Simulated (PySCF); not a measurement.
Excitation energy of N by level of theory

N [He] 2s2 2p3 (4S) → N [He] 2s1 2p4 (4P), as a difference of total energies. Computed with PySCF 2.14 in x2c-QZVPPall (7s4p3d2f1g, 57 functions), with the spin-free X2C one-electron Hamiltonian (Gaussian nucleus). Correlated levels: valence and next inner shell: nothing frozen. The calculations carry no spin-orbit coupling.

| method | excitation energy (eV) |
| --- | --- |
| UHF | 10.911 |
| MP2 (valence and next inner shell) | 11.044 |
| SCS-MP2 (valence and next inner shell) | 11.071 |
| CCSD (valence and next inner shell) | 10.916 |
| CCSD(T) (valence and next inner shell) | 10.895 |

Errors of the correlated levels include the incompleteness of this basis.

For comparison: 10.927 eV (measured; NIST levels, between the centres of gravity of the two terms).
